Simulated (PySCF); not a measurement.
Computed Raman spectrum (relative Raman activity) of a molecule H8N2OSi2. Geometry optimised at B3LYP-D3(BJ)/def2-SVP. The values are those of a single conformer. Computed with B3LYP-D3(BJ)/def2-SVP in PySCF. Frequencies are harmonic and unscaled.

Lines under 2 % of the strongest are left out, and lines within 2 cm⁻¹ are merged.

```csv
ν (cm⁻¹),relative intensity
267,3.1
613,6.7
804,6.5
855,4.6
891,9.5
912,2.2
948,5.9
955,5.1
995,8.8
1542,3.5
2235,92
2256,41
2261,100
3578,95
3673,57
```

Problem. Which structure fits?
A) N[SiH2]O[SiH2]N
B) N[Si@@H](O)N[SiH3]
C) N[SiH](N)[SiH2]O
D) N[SiH](N)O[SiH3]

Solution. A, N[SiH2]O[SiH2]N
